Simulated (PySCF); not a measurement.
H6NSi2, SMILES [SiH2]N[SiH3], multiplicity 2. Atoms are numbered in the order given.

```xyz
9

Si     1.5335    -0.0142    -0.5570
N      0.1899     0.2636     0.5219
Si    -1.5083    -0.0391     0.2497
H      1.1685    -1.1706    -1.4381
H      2.7561    -0.3364     0.2548
H      0.4082     0.8337     1.3366
H     -2.1345    -0.6117     1.4809
H     -1.6078    -1.0116    -0.8762
H     -2.2732     1.1968    -0.1097
```
Charge 0, spin multiplicity 2.

Geometry: PBE0-D3(BJ)/def2-SVP. The isomer is the one that the SMILES or the coordinates give; other isomers of the formula were not compared.

Level of theory: PBE/def2-TZVPD (PySCF).

Mulliken values depend strongly on the basis, most of all with diffuse functions as here. ESP charges are fitted to the potential on shells at 1.4 to 2.0 van der Waals radii. Atomic charges (e):

```
atom  ESP fit  Mulliken  meta-Löwdin  Mulliken spin
----  -------  --------  -----------  -------------
Si1     -0.05     -0.10         0.36           0.73
N2      -0.45     -0.08   (withheld)           0.14
Si3      0.30      0.04         0.56           0.00
H4       0.03     -0.01   (withheld)           0.05
H5       0.00      0.00   (withheld)           0.07
H6       0.33      0.22         0.24           0.00
H7      -0.07     -0.02   (withheld)           0.01
H8      -0.03     -0.03   (withheld)           0.00
H9      -0.07     -0.02   (withheld)           0.00
```

Q: Complete the blanks. (An estimate is asked for; the answer gives what the named calculation found.)

A: 
- N2, meta-Löwdin: -0.73
- H4, meta-Löwdin: -0.07
- H5, meta-Löwdin: -0.08
- H7, meta-Löwdin: -0.09
- H8, meta-Löwdin: -0.08
- H9, meta-Löwdin: -0.10
